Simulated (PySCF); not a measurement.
Field gradients at the hydrogen positions

Species: C₇H₉OP.
SMILES with atom numbers: `[cH:1]1[cH:2][o:3][c:4]([PH:5][CH:6]2[CH2:7][CH2:8]2)[cH:9]1` (hydrogens: H10 on C1; H11 on C2; H12 on P5; H13 on C6; H14, H15 on C7; H16, H17 on C8; H18 on C9)

Structure used (PBE0-D3(BJ)/def2-SVP), in Å, numbered top down from 1:
```
atom  x, y, z in Å
C1     3.7734    1.5055   -0.4179
C2     3.3126    0.4477    0.3093
O3     2.1984   -0.0603   -0.2449
C4     1.9127    0.6713   -1.3576
P5     0.4382    0.3079   -2.3475
C6    -0.8461    0.2908   -1.0396
C7    -1.6186    1.5585   -0.7967
C8    -2.2885    0.3984   -1.4577
C9     2.8588    1.6511   -1.5044
H10    4.6560    2.1045   -0.2047
H11    3.6666   -0.0412    1.2139
H12    0.6336   -1.1051   -2.4368
H13   -0.6283   -0.3243   -0.1606
H14   -1.8806    1.7961    0.2376
H15   -1.3780    2.4320   -1.4105
H16   -3.0229   -0.1789   -0.8898
H17   -2.5081    0.4755   -2.5270
H18    2.8888    2.3877   -2.3046
```

Level: PBE0/pcSseg-1 (PySCF, non-relativistic); Q(2H) = 0.00286 b; rigid geometry, the same for H and D, with no vibrational averaging.

Task: Rank these positions by the coupling χzz of a deuteron there, largest first.
A. H12 (P–H hydrogen)
B. H18 (aromatic hydrogen)
C. H14 (methylene hydrogen)

Result: B (212 kHz), C (206 kHz), A (113 kHz).

Task: Tabulate Vzz, the asymmetry η and χzz = 234.96 MHz × Q × Vzz for every hydrogen position.

Result: 
```csv
atom,bonded to,bond length (Å),Vzz (au),η,χzz (kHz)
H10,C1,1.088,0.3174,0.07,213
H11,C2,1.088,0.3110,0.11,209
H12,P5,1.429,0.1676,0.09,113
H13,C6,1.095,0.3024,0.08,203
H14,C7,1.093,0.3068,0.08,206
H15,C7,1.094,0.3025,0.07,203
H16,C8,1.093,0.3066,0.07,206
H17,C8,1.094,0.3024,0.07,203
H18,C9,1.088,0.3153,0.06,212
```

Task: Average by the element that carries the hydrogen.

Result: on C: 207 kHz over 8 positions, mean bond length 1.092 Å; on P: 113 kHz over 1 position, mean bond length 1.429 Å.

Task: A static deuteron (I = 1) shows a doublet split by (3/2)χ, (3/4)χ(1 + η) and (3/4)χ(1 − η) with the field along z, y and x of the gradient. What are these for H14?

Result: With |χ| = 206.1 kHz and η = 0.075: 309, 166 and 143 kHz, to first order and without motion.

The structure is a single PBE0-D3(BJ)/def2-SVP conformer in the gas phase; no vibrational or solvent corrections. With a basis this small, the couplings can be 20 % off.
